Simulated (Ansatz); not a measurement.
Basis-set extrapolation for AlCl2H3OSi, SMILES `[OH][Al]([Cl])[SiH2]Cl` (PBE0-D4/def2-TZVP geometry, frozen core, Ansatz 0.2.0). Multiplicity 1, RHF reference.

```json
{"": "HF", "def2-TZVPP": "-1526.732565", "def2-QZVPP": "-1526.777709"}
{"": "MP2 correlation", "def2-TZVPP": "-0.807033", "def2-QZVPP": "-0.882410"}
{"": "CCSD(T) correlation", "def2-TZVPP": "-0.895595", "def2-QZVPP": "not run"}
```

Energies in hartree. Use E(X) = E(∞) + A·exp(−7.88·√X) for Hartree–Fock and E(X) = E(∞) + B·X^(−2.97) for correlation, with X = 3 and 4, and add CCSD(T) minus MP2 of the smaller set to the MP2 limit.

Task: What is the CCSD(T) energy at the basis-set limit?

Result: HF limit: -1526.777709 + (-0.045144) × 0.13774 = -1526.78393. MP2 limit: -0.882410 + (-0.075377) × 0.74074 = -0.93824. Higher-order term: -0.895595 − (-0.807033) = -0.08856. Total: -1527.81073 hartree, 114.6 kcal/mol below CCSD(T)/def2-TZVPP.
